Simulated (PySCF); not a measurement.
Compound: C5H8FNO.
Numbering: `[O:1]=[CH:2][NH:3][C@@H:4]1[CH2:5][CH2:6][C@H:7]1[F:8]` (hydrogens: H9 on C2; H10 on N3; H11 on C4; H12, H13 on C5; H14, H15 on C6; H16 on C7)

A PySCF run (density fitting, gas phase, GFN2-xTB geometry) gave HOMO -6.15 eV, LUMO -0.42 eV, dipole 4.48 D and E = -431.746 Eh.

Question: Which of these levels was it?
A. HF/aug-cc-pVDZ
B. PBE0/pcSseg-1
C. BHandHLYP/IGLO-II
D. KT2/pcseg-1
E. PBE0/def2-SVPD

Answer: D. It is KT2/pcseg-1. All candidates on this geometry:

| level and settings | kind | basis functions | SCF cycles | E (Eh) | HOMO (eV) | LUMO (eV) | dipole (D) |
| --- | --- | --- | --- | --- | --- | --- | --- |
| KT2/pcseg-1, energy threshold 1e-08 Eh | GGA | 152 | 11 | -431.7458 | -6.15 | -0.42 | 4.48 |
| PBE0/def2-SVPD | global hybrid | 230 | 14 | -424.4008 | -7.66 | 0.27 | 4.85 |
| PBE0/pcSseg-1 | global hybrid | 176 | 15 | -424.6379 | -7.54 | 0.67 | 4.73 |
| BHandHLYP/IGLO-II | global hybrid | 224 | 14 | -425.0292 | -8.75 | 1.41 | 4.92 |
| HF/aug-cc-pVDZ, grid level 1 | Hartree–Fock | 256 | 12 | -422.7847 | -10.74 | 0.67 | 5.15 |

The nearest other candidate, by the summed differences of HOMO and LUMO, is PBE0/def2-SVPD: its HOMO differs by -1.51 eV and its LUMO by +0.69 eV. Cycle counts include a coarse-grid stage where the run had one. KT2 was designed for NMR shieldings or shifts; total energies of different functionals aren't comparable.

Shape of the structure used: `[O:1]=[CH:2][NH:3][C@@H:4]1[CH2:5][CH2:6][C@H:7]1[F:8]`: O1–C2–N3–C4 1°, C2–N3–C4–C5 -124°.
